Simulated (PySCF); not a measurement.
A structure optimised at PBE0-D3(BJ)/def2-SVP, used in a PySCF frequency run:

```
Te
S 1 2.3828
H 2 1.3542 1 97.60
Br 1 2.5282 2 102.02 3 86.79
```

Q: Write its SMILES and formula.

A: S[Te]Br, BrHSTe

Q: What are its rotational constants (standard atomic weights)?

A: 4.2019, 1.2190, 0.95110 GHz
